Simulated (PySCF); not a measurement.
H₄HfS, SMILES [SH][HfH3], multiplicity 1. Coordinates come from a PBE0-D3(BJ)/def2-TZVP optimisation. The multiplicity is an assumed one; other spin states were not compared. The def2 effective core potentials stand for the cores of Hf; spin–orbit coupling is left out.

Computed equilibrium geometry at PBE0-D3(BJ)/def2-TZVP (PySCF confirms it by a frequency run) as Cartesian coordinates in Å, and its point group:
point group Cs.
```xyz
6

Hf    -0.0001     0.4247     0.0000
H      1.7787     0.9324     0.0000
H     -0.8623     1.0642    -1.5032
H     -0.8623     1.0642     1.5032
S     -0.0822    -1.9832     0.0000
H      1.2706    -1.9101     0.0000
```
